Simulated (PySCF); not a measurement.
**Exercise with solution: chemical shift, span and skew from a shielding tensor**

Ge(H)2(OEt)(NH2) (C₂H₉GeNO), SMILES CC[O][GeH2][NH2]. Atoms are numbered in the order given.

```xyz
14

Ge     1.0012    -0.3014    -0.0527
N      1.3420     1.4459     0.4345
O     -0.7584    -0.6043     0.1849
C     -1.6872     0.2571    -0.4654
C     -3.0775    -0.0109     0.0888
H      1.3877    -0.4065    -1.5565
H      1.6372    -1.3941     0.8434
H      1.5159     1.6060     1.4314
H      2.0687     1.9145    -0.1152
H     -1.4091     1.3267    -0.3103
H     -1.6787     0.0810    -1.5706
H     -3.8321     0.6315    -0.4091
H     -3.1060     0.1926     1.1782
H     -3.3606    -1.0713    -0.0671
```
Charge 0, spin multiplicity 1.

Geometry optimised at PBE-D3(BJ)/def2-SVP. The values are those of a single conformer.

GIAO shieldings from B3LYP/pcSseg-1 in PySCF, non-relativistic, no solvent. The symmetric part of the tensor of C4 has the principal values 82.6, 101.3, 156.9 ppm. The same nucleus in TMS has σ = 181.3 ppm at this level (PySCF, at its B3LYP-D3(BJ)/def2-TZVP geometry).

### Question
Work out the isotropic shielding, the ¹³C shift against TMS, the span and the skew.

### Answer

σ(iso) = (σ11 + σ22 + σ33)/3 = 113.6 ppm. δ = σ(ref) − σ(iso) = 181.3 − (113.6) = 67.7 ppm.
Span Ω = σ33 − σ11 = 74.3 ppm. Skew κ = 3(σ(iso) − σ22)/Ω = 0.50. Tumbling in solution averages the tensor to δ; in a static solid the shielding alone would spread this spin-1/2 line over Ω.
